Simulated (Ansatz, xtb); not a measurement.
**Relative energy of two isomers of C5H9NO2**

We compare a, `C/N=C(/O)C1COC1`, a singlet, with b, `CNC(=O)C1COC1`, a singlet. Both are isolated molecules in the gas phase, relaxed with PBE0-D3(BJ)/def2-SVP; each stands in its lowest conformer found.

Quicker runs give these differences E(b) − E(a): GFN2-xTB −9.9 kcal/mol; HF/STO-3G −7.2 kcal/mol (at GFN2-xTB geometries); r2SCAN-D4/def2-SVP −19.1 kcal/mol (at GFN2-xTB geometries).

Q: Estimate E(b) − E(a) at the level CCSD(T)/def2-SVP + ΔMP2/def2-TZVPP.

A: Calculated at CCSD(T)/def2-SVP + ΔMP2/def2-TZVPP: E(b) − E(a) = −14.6 kcal/mol, so structure b lies lower.

Level by level:

```csv
level,geometry,E(b) − E(a) (kcal/mol),departure from the last row (kcal/mol),"job, with rough time for the two"
GFN2-xTB,GFN2-xTB,−9.9,+4.7,"optimisation, 0.32 s"
HF/STO-3G,GFN2-xTB,−7.2,+7.4,"single point, 1.1 s"
r2SCAN-D4/def2-SVP,GFN2-xTB,−19.1,−4.5,"single point, 7.2 s"
PBE0-D3(BJ)/def2-SVP,PBE0-D3(BJ)/def2-SVP,−18.4,−3.8,"optimisation, 3.4 min"
HF/def2-SVP,PBE0-D3(BJ)/def2-SVP,−18.3,−3.7,part of the CCSD(T) run
MP2/def2-SVP,PBE0-D3(BJ)/def2-SVP,−18.7,−4.1,part of the CCSD(T) run
CCSD(T)/def2-SVP,PBE0-D3(BJ)/def2-SVP,−17.7,−3.1,single point
CCSD(T)/def2-SVP + ΔMP2/def2-TZVPP,PBE0-D3(BJ)/def2-SVP,−14.6,,"single point, 3.7 min"
```

As drawn, b has 1 C–N, 1 C=O, 1 N–H in place of 1 C=N, 1 C–O, 1 O–H.

None of the levels shown reverses the order. The largest departure from CCSD(T)/def2-SVP + ΔMP2/def2-TZVPP is that of HF/STO-3G, 7.4 kcal/mol. The last row adds to CCSD(T) the change of the MP2 difference between the two basis sets, here +3.1 kcal/mol, a large step that makes the value less sure.

With thermal terms from frequencies at re-optimised GFN2-xTB minima (ideal gas, soft modes damped towards free rotors, one conformer each, 298.15 K, 1 atm): the zero-point term adds +0.6 kcal/mol; ΔH is −14.0 and ΔG −13.9 kcal/mol.

The correlated steps freeze 8 core orbitals. Programs: Ansatz 0.2.0, xtb 6.7.1; the last row on 2 threads of Intel(R) Xeon(R) Processor @ 2.70GHz on a shared host.
